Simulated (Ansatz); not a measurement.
Process, species as SMILES: [Si]Cl (Si-Cl) → Cl atom + Si atom
B3LYP-D3(BJ)/def2-TZVP geometries, fixed; electronic energies without zero-point terms.

How fast the atomisation energy converges with the basis for several methods (Ansatz, a program for electronic structure): deviation from each method's own reference, in kcal/mol. References: CCSD(T) 102.84 kcal/mol, Hartree-Fock in aug-cc-pV(Q+d)Z plus the correlation part extrapolated as X^-3 from aug-cc-pV(T+d)Z and aug-cc-pV(Q+d)Z; HF 71.31 kcal/mol, the value in pcseg-4; MP2 106.06 kcal/mol, Hartree-Fock in aug-cc-pV(Q+d)Z plus the correlation part extrapolated as X^-3 from aug-cc-pV(T+d)Z and aug-cc-pV(Q+d)Z; PBE 106.21 kcal/mol, the value in aug-cc-pV(5+d)Z; PBE0 102.89 kcal/mol, the value in aug-cc-pV(5+d)Z; wB97M-V 104.74 kcal/mol, the value in aug-cc-pV(5+d)Z. Cartesian d functions, on some or all atoms, in 6-31+G*, 6-311+G**; all else is spherical. In correlated methods cores are frozen. Open shells are unrestricted. No added dispersion term, no relativity. Functionals ending in -V hold VV10 correlation. 

```json
[
 {"basis": "def2-SVP", "functions": "36", "CCSD(T)": "-14.58", "HF": "-4.13", "MP2": "-15.38", "PBE": "[?]", "PBE0": "-2.76", "wB97M-V": "-1.98"},
 {"basis": "6-31+G*", "functions": "46", "CCSD(T)": "-14.92", "HF": "-5.53", "MP2": "-16.52", "PBE": "[?]", "PBE0": "-5.26", "wB97M-V": "-5.53"},
 {"basis": "aug-pcseg-1", "functions": "54", "CCSD(T)": "-12.19", "HF": "-3.42", "MP2": "-12.14", "PBE": "[?]", "PBE0": "-3.29", "wB97M-V": "-3.69"},
 {"basis": "6-311+G**", "functions": "62", "CCSD(T)": "-14.60", "HF": "-5.48", "MP2": "-16.15", "PBE": "[?]", "PBE0": "-5.39", "wB97M-V": "-5.97"},
 {"basis": "def2-TZVPD", "functions": "89", "CCSD(T)": "-6.01", "HF": "-0.37", "MP2": "-5.36", "PBE": "[?]", "PBE0": "-0.17", "wB97M-V": "-0.08"},
 {"basis": "6-311++G(3df,3pd)", "functions": "94", "CCSD(T)": "-6.00", "HF": "-0.31", "MP2": "-5.56", "PBE": "[?]", "PBE0": "-0.13", "wB97M-V": "-0.25"},
 {"basis": "def2-QZVPP", "functions": "140", "CCSD(T)": "-2.68", "HF": "-0.15", "MP2": "-2.40", "PBE": "[?]", "PBE0": "-0.11", "wB97M-V": "-0.10"},
 {"basis": "aug-cc-pV(Q+d)Z", "functions": "178", "CCSD(T)": "-2.09", "HF": "-0.10", "MP2": "-1.81", "PBE": "[?]", "PBE0": "-0.03", "wB97M-V": "-0.04"}
]
```

Q: Some entries are withheld; supply them.

A: 
- def2-SVP, PBE: -1.76
- 6-31+G*, PBE: -4.93
- aug-pcseg-1, PBE: -3.23
- 6-311+G**, PBE: -5.09
- def2-TZVPD, PBE: -0.04
- 6-311++G(3df,3pd), PBE: -0.10
- def2-QZVPP, PBE: -0.11
- aug-cc-pV(Q+d)Z, PBE: -0.01

Mean absolute deviation over 6-311+G**, def2-TZVPD, 6-311++G(3df,3pd): PBE 1.74, PBE0 1.90, HF 2.06, wB97M-V 2.10, CCSD(T) 8.87, MP2 9.02 kcal/mol.
